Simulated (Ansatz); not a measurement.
Molecule (SMILES): [Si](Br)Br (closed-shell singlet).
Atoms: Si1, Br2, Br3. Bonds: Si1-Br2, Si1-Br3.

Basis-set convergence of the highest harmonic wavenumber at B3LYP with Ansatz (a program for electronic structure). Each level at its own minimum, finite differences of forces, unscaled; the reference is a large set that could be run, not a limit. All functions are spherical. The program fits the integrals of some runs and decomposes those of others, by size. No added dispersion term, no relativity. Reference: the value in aug-pcseg-2, 387 cm⁻¹. Deviations are taken from unrounded values.

```tsv
basis	functions	highest harmonic wavenumber (cm⁻¹)
pcseg-1	72	389
aug-pcseg-1	99	380
cc-pV(D+d)Z	77	393
aug-cc-pV(D+d)Z	104	384
def2-SVP	82	400
def2-SVPD	106	387
pcseg-2	120	389
aug-pcseg-2	168	387
def2-TZVP	133	389
def2-TZVPD	157	388
def2-TZVPP	138	389
def2-TZVPPD	162	388
```

What the diffuse functions change, pair by pair:
- pcseg-1 to aug-pcseg-1: 27 more functions, deviation 2 to -7 cm⁻¹
- cc-pV(D+d)Z to aug-cc-pV(D+d)Z: 27 more functions, deviation 6 to -4 cm⁻¹
- def2-SVP to def2-SVPD: 24 more functions, deviation 12 to 0 cm⁻¹
- pcseg-2 to aug-pcseg-2: 48 more functions, deviation 2 to 0 cm⁻¹
- def2-TZVP to def2-TZVPD: 24 more functions, deviation 1 to 1 cm⁻¹
- def2-TZVPP to def2-TZVPPD: 24 more functions, deviation 1 to 1 cm⁻¹

Leaving out the reference's own pair, they bring the value nearer the reference by more than 1 cm⁻¹ in 2 of 5 pairs.
